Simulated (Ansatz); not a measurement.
Wavefunction ladder for C₆H₁₄O₂Si, SMILES `CC(C)O[Si]OC(C)C`

```xyz
23

C     0.1573    2.7914    1.3841
C     0.5153    1.4912    0.6965
C     1.8223    0.9153    1.2014
O     0.6155    1.7398   -0.6970
Si    0.3539    1.0202   -2.1493
O    -0.1885   -0.5086   -1.8965
C    -0.4900   -1.4183   -0.8500
C    -1.9452   -1.2693   -0.4559
C    -0.1659   -2.8165   -1.3311
H    -0.7820    3.1861    0.9932
H     0.9393    3.5348    1.2126
H     0.0494    2.6407    2.4608
H    -0.2896    0.7673    0.8730
H     2.0605   -0.0215    0.6924
H     1.7680    0.7190    2.2749
H     2.6370    1.6196    1.0180
H     0.1431   -1.1891    0.0157
H    -2.2000   -1.9642    0.3478
H    -2.1562   -0.2541   -0.1122
H    -2.5884   -1.4794   -1.3136
H    -0.7761   -3.0648   -2.2026
H     0.8848   -2.8900   -1.6165
H    -0.3647   -3.5497   -0.5458
```

Charge 0, multiplicity 1. All single points use the PBE0-D4/def2-TZVP geometry. It is one conformer, not always the lowest. Frozen core, restricted reference, Ansatz. CBS rows extrapolate triple and quadruple zeta; past MP2 they add the triple-zeta difference.

```csv
basis,HF (Eh),MP2 corr.
def2-SVP,-673.69362,-1.30831
def2-TZVPP,-674.24521,-1.62246
def2-QZVPP,-674.27279,-1.73400
```

Problem. Estimate the CCSD correlation energy and the (T) correction in each basis where they were run (hartree).

Solution. 
| basis | CCSD corr. | (T) |
| --- | --- | --- |
| def2-SVP | -1.40596 | -0.04166 |
| def2-TZVPP | -1.69857 | -0.06852 |
| CBS(def2) | -1.89272 | as TZ |
